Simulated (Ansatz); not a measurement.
The same path of CH5BO2Si (10 atoms, charge 0, multiplicity 1) was run 3 times with different band settings. The coordinate that changes most is the dihedral O1–C2–Si3–B4.

Level of theory: RKS PBE-D4/def2-SVP in Ansatz.

Relaxed end points:

```xyz
10
Properties=species:S:1:pos:R:3
O -1.549 0.920 -0.766
C -1.172 -0.421 -0.488
Si 0.737 -0.512 -0.391
B 1.644 -0.126 1.286
O 1.062 0.936 0.724
H -1.104 1.480 -0.098
H -1.619 -0.815 0.459
H -1.558 -1.059 -1.311
H 1.364 -0.179 -1.718
H 2.280 -0.275 2.306
```

```xyz
10
Properties=species:S:1:pos:R:3
O -1.358 0.138 -1.861
C -1.136 -0.156 -0.486
Si 0.724 0.032 -0.061
B 1.660 -0.671 1.478
O 0.945 0.436 1.719
H -1.133 1.077 -1.999
H -1.744 0.474 0.212
H -1.464 -1.203 -0.321
H 1.246 1.193 -0.871
H 2.343 -1.371 2.193
```

Common settings: climbing image yes; optimiser quadratic models (default); start path IDPP; force threshold 0.03 eV/Å; iteration limit 60; end points relaxed.

| run | movable images | spring |
| --- | --- | --- |
| 1 | 7 | 5.0 eV/Å² |
| 2 | 7 | 0.5 eV/Å² |
| 3 | 1 | 5.0 eV/Å² |

(1) What does each run give, and how far can it be trusted?

## Answers

(1) Run 1: converged after 7 iterations, highest image 0.079 eV above the first end. The top lies less than 8 meV above the higher end, about what the thresholds resolve: that end is a shoulder or a very shallow well. A vibrational analysis at the climbing image gives no mode beyond 40i cm⁻¹: the surface is too flat there to confirm a saddle point.
Run 2: converged after 7 iterations, highest image 0.079 eV above the first end. The top lies less than 8 meV above the higher end, about what the thresholds resolve: that end is a shoulder or a very shallow well. Another band between the same ends (7 images) ends at a top of the same energy, where a vibrational analysis finds no clearly imaginary modes.
Run 3: converged after 9 iterations, highest image 0.079 eV above the first end. The dihedral O1–C2–Si3–B4 jumps by 92° between images 0 and 1, so the path isn't resolved there. The top lies less than 8 meV above the higher end, about what the thresholds resolve: that end is a shoulder or a very shallow well. Another band between the same ends (7 images) ends at a top of the same energy, where a vibrational analysis finds no clearly imaginary modes. So few images can step over the top or miss a turn of the path.
